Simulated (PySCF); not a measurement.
Input of a run (PBE0-D3(BJ)/def2-SVP geometry optimisation, gas phase (PySCF 2.14.0)), started from a GFN2-xTB structure with every atom displaced at random (by about 0.01 Å):
```
{"job": {"xc": "PBE0", "basis": "def2-SVP", "d3": "d3bj", "grid": 1, "shake": 0.01, "kind": "geom"}, "charge": 0, "multiplicity": 1}
F      1.724390    -1.394700    -1.566260
B      1.844850    -0.620080    -0.495700
B      0.750370     0.570940    -0.083140
C     -0.458850     0.300160     0.848120
B     -1.729330    -0.004020    -0.109410
Cl    -2.675700     1.290160    -0.748010
Cl    -2.123060    -1.609960    -0.538590
H      2.850440    -0.862460     0.111880
H      0.895960     1.686660    -0.422010
H     -0.707670     1.173970     1.469470
H     -0.333280    -0.556500     1.517980
```

Output (energies in Eh, forces in Eh/bohr):
```
step   0  E = -1134.42376886  max force = 0.028224
step   1  E = -1134.42823240  max force = 0.009905
step   2  E = -1134.42869963  max force = 0.003056
step   3  E = -1134.42875137  max force = 0.000728
step   4  E = -1134.42875716  max force = 0.000594
step   5  E = -1134.42875857  max force = 0.000342
optimisation converged
```

Task: Summarise the run.

Result: The energy falls by 0.136 eV over 6 energy and gradient evaluations, the largest force component goes from 0.0282 to 3.4e-04 Eh/bohr, and the atoms move by 0.090 Å rms after alignment. The bond that changes most is C4–B5 (sp3 carbon bound to boron to three-coordinate boron), which shortens by 0.056 Å. Bonds longer at the end by more than 0.005 Å: 7 of 10; shorter: 1. Among the angles that change most is H10–C4–H11, from 107.6° to 112.3°. The energy never rose by more than 1e-6 Eh on the way. The first step brought 89 % of the lowering.

Task: What are the final bond lengths?

Result: F1–B2 1.328 Å, B2–B3 1.693 Å, B3–C4 1.569 Å, C4–B5 1.564 Å, B5–Cl6 1.753 Å, B5–Cl7 1.752 Å, B2–H8 1.219 Å, B3–H9 1.214 Å, C4–H10 1.101 Å, C4–H11 1.100 Å. Numbering counts from 1 in the input's order; the species is `FBBCB(Cl)Cl`.

The run used 126 basis functions and 40 SCF cycles in all. On an Arm Neoverse V1 with one thread, on a shared host, this took 41 s and 0.52 GiB of memory at its peak.

No frequency check. One conformer, not necessarily the lowest.

Conformer computed: `[F:1][BH:2][BH:3][CH2:4][B:5]([Cl:6])[Cl:7]`: F1–B2–B3–C4 86°, B2–B3–C4–B5 -91°, B3–C4–B5–Cl6 -82°.
